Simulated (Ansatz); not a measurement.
Input for Ansatz (a first-principles code): R-PBE/def2-TZVPP on H4PbSSi (SMILES [SiH3][Pb][SH]), a point of a torsion scan. Elements past Kr take the def2 small-core potentials; no spin–orbit coupling.

Ansatz 0.2 input:
```yaml
crystal:
  periodic: [false, false, false]
  atoms:
    - {symbol: Si, position_ang: [-1.37167755, -0.12371262, -0.04593179]}
    - {symbol: Pb, position_ang: [0.96117083, 1.15276689, -0.38956628]}
    - {symbol: S, position_ang: [0.46584794, 1.70480203, -2.79746928]}
    - {symbol: H, position_ang: [-1.58495436, -1.27531288, -0.92104047]}
    - {symbol: H, position_ang: [-2.56357369, 0.70390413, -0.22567366]}
    - {symbol: H, position_ang: [-1.53203472, -0.67783313, 1.30557571]}
    - {symbol: H, position_ang: [1.57520738, 2.36076401, -3.10786424]}
basis:
  gaussian:
    orbitals: def2-TZVPP
hamiltonian:
  xc: {name: PBE}
scf: {lower_state_search: off}
```

It printed:

```
WARN ansatz: RAYON_NUM_THREADS=1 ignored (pool sized by the plan → 1); use --threads N
Functional definition: PBE
these checks for a lower state are left out or cut short: stability, starts, cluster_reference, orbital_swaps, neighbouring_geometries, increment
integrals: 0.12 GiB planned
1190 factors; their error is unknown
mean field: 0.71 GiB planned
mean field evaluation 1: about -24016.2720 eV, gradient 3.1e1 eV
mean field evaluation 2: about -23985.9836 eV, gradient 9.1e1 eV
mean field evaluation 4: about -24019.8182 eV, gradient 7.1e0 eV
mean field evaluation 8: about -24019.9394 eV, gradient 2.3e-1 eV
mean field evaluation 16: about -24019.9187 eV, gradient 1.1e-4 eV
mean field -24019.91872876 eV, -882.7157319964 hartree, gradient 3.7e-6 eV, S^2 0.000000; 0 other end points of the search recorded, 0 dependent functions left out
reference -24019.91877328 eV, -882.7157336323 hartree; 28, 28 occupied and 162, 162 virtual orbitals, 1190 factors
Total energy: -24019.91877328 eV, -882.7157336323 hartree
Checks for a lower state left out: stability, starts, cluster_reference, orbital_swaps, neighbouring_geometries, increment
```

Self-consistency was reached.

Cost: very roughly 2.4 core-seconds.
